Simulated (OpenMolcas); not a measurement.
## Dy3+ in octahedral coordination: ligands and hosts compared

* Program: OpenMolcas
* Method: CASSCF
* Active space: 9 electrons in 7 orbitals (4f)
* Spin-orbit coupling: RASSI with atomic mean-field integrals over the reference wave functions

Distances were set from a Shannon-type radius of the metal (high-spin where two are listed) plus a fixed donor radius (Br 1.91, Cl 1.76, F 1.31 Å), in hosts weighted 0.65 to 0.35 with the host's distance in the model lattice. Anionic complexes are neutralised by point charges, and hosts are embedded clusters. Ligand basis ANO-RCC-VDZP. States (labels of O, the rotations of Oh). Energies in cm-1 above the lowest state or level, χT in cm3 K/mol; under a threefold ground state the first gap can be a small split of the lowest multiplet, not the spin-orbit step.

```tsv
Ligand or host	R (Å)	Metal basis	Outer charge (e at Å behind ligand)	Ground state	First state of that spin	First gap with spin-orbit (degeneracies)	Width of lowest J	χT at 300 K
Br	2.82	ANO-RCC-VDZP	0.5 at 2.4	6T1	6T2 119.8	13.4 (2, 4)	147	14.006
CsCaBr3	2.83	ANO-RCC-VDZP		6T1	6T2 124.8	14.4 (2, 4)	161	14.000
Cs2NaYBr6	2.802	ANO-RCC-VDZP		6T1	6T2 138.7	16.0 (2, 4)	180	13.989
Cs2NaYCl6	2.654	ANO-RCC-VDZP		6T1	6T2 179.6	20.5 (2, 4)	234	13.955
Cs2ZrCl6	2.593	ANO-RCC-VDZP		6T1	6T2 219.1	25.3 (2, 4)	293	13.911
CsCaF3	2.236	ANO-RCC-VDZP		6T1	6T2 361.8	40.8 (2, 4)	486	13.762
Cs2NaYF6	2.207	ANO-RCC-VDZP		6T1	6T2 396.9	44.7 (2, 4)	537	13.714
KCdF3	2.197	ANO-RCC-VDZP		6T1	6T2 409.1	45.6 (2, 4)	545	13.706
KZnF3	2.154	ANO-RCC-VDZP		6T1	6T2 470.9	51.6 (2, 4)	619	13.635
```

The rows also differ in their outer charges, so part of each step comes from that.

The width of the lowest J multiplet rises in the order Br < CsCaBr3 < Cs2NaYBr6 < Cs2NaYCl6 < Cs2ZrCl6 < CsCaF3 < Cs2NaYF6 < KCdF3 < KZnF3, by a factor of 4.21 from first to last.

High states are left out of the spin-orbit mixing, which shifts the levels that they would mix with. Without dynamic correlation the ligand-field splitting of an f shell can come out too small, at times by half. A group larger than the point group allows holds several states that coincide in this model. No measured value stands beside these numbers; the geometry is a model, was not optimised and need not be the one that this ion takes.
